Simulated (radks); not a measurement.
Values are calculated unless marked as measured or tabulated.
P+, 14 electrons, occupied as [Ne] 3s2 3p2 (the NIST ground configuration). Code: a radial shooting solver on a logarithmic mesh with Libxc functionals. Model: scalar-relativistic Kohn-Sham, Slater X-alpha with alpha = 0.667, spin-polarised, spherical densities, finite nucleus; open shells are filled with parallel spins first; Fermi nuclear charge, rms radius 3.1889 fm.

Radial electron density D(r) = 4 pi r^2 rho(r):

r (bohr),D(r) (e/bohr),spin D(r)
0.01006,2.098,-0.000216
0.01134,2.563,-0.000258
0.01289,3.156,-0.000307
0.01454,3.814,-0.000354
0.01652,4.636,-0.000402
0.01863,5.526,-0.000436
0.021,6.535,-0.000449
0.02387,7.738,-0.000416
0.02691,8.973,-0.000313
0.03035,10.29,-0.0000957
0.03449,11.73,0.000335
0.03889,13.08,0.00102
0.04384,14.35,0.00211
0.04983,15.53,0.00392
0.05618,16.39,0.00646
0.06335,16.92,0.0101
0.072,17.05,0.0157
0.08118,16.74,0.0230
0.09153,16.03,0.0328
0.104,14.92,0.0465
0.1173,13.69,0.0628
0.1322,12.47,0.0827
0.1503,11.44,0.108
0.1695,10.92,0.133
0.1926,10.99,0.162
0.2172,11.64,0.186
0.2448,12.74,0.205
0.2783,14.11,0.213
0.3138,15.23,0.207
0.3538,15.86,0.185
0.4021,15.71,0.144
0.4533,14.70,0.0949
0.5111,12.93,0.0442
0.5809,10.48,0.00383
0.655,8.033,-0.00452
0.7385,5.804,0.0306
0.8394,3.968,0.127
0.9464,2.880,0.272
1.067,2.362,0.460
1.213,2.250,0.680
1.367,2.332,0.871
1.542,2.397,1.01
1.752,2.313,1.06
1.976,2.059,1.02
2.245,1.648,0.876
2.532,1.214,0.692
2.854,0.8114,0.495
3.244,0.4710,0.309
3.658,0.2524,0.177
4.124,0.1201,0.0895
4.687,0.04713,0.0373
5.285,0.01693,0.0141
5.959,0.005201,0.00453
6.773,0.001218,0.00110
7.636,0.0002552,0.000238

D(r) has 3 maxima, at r = 0.0703, 0.371, 1.55 bohr, and minima at 0.178, 1.19 bohr, inside which lie 2.18, 10.42 electrons.
